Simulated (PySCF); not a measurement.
# The Ge–Cl bond energy of GeCl₃⁺

These are results of PBE0/[Ge def2-TZVP, Cl def2-TZVP], no relativity, density fitting, PySCF, not measurements.

Each entry is the lowest minimum that a search over a few typed start shapes (and spin states, where more than one is plausible) found, or that minimum re-optimised at the stated level; isomers with ligand–ligand bonds, or fragments after loss of a ligand pair, can lie lower.

Total energies (Eh), which compare only within these settings: Cl atom -459.99741.

```
species  2S+1  group       E (Eh)  ZPE (kJ/mol)
 GeCl₂⁺     2    C2v  -2996.59151           6.4
 GeCl₃⁺     1    D3h  -3456.72521          11.8
```

**Question.** What are De and D0 for GeCl₃⁺ → GeCl₂⁺ + Cl?

**Answer.** De = [(-2996.59151) + (-459.99741) − (-3456.72521)] × 2625.5 = 358 kJ/mol. The zero-point energy changes by -5.5 kJ/mol, so D0 = 352 kJ/mol.

Atoms and open shells are unrestricted, without spin–orbit or basis-set superposition corrections.
